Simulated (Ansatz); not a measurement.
Harmonic frequencies (cm⁻¹) at PBE0-D4/def2-TZVP from Ansatz: 120, 146, 333, 413, 562, 613, 644, 769, 849, 917, 1158, 2139, 2142, 2603, 2707.

Problem. Which molecule is it?
A. `[BH2][GeH2][Cl]`
B. `B/C=N\BF`
C. `F[CH]1[BH][Al]1[F]`
D. `B1N=C[Te]1`

Solution. A.
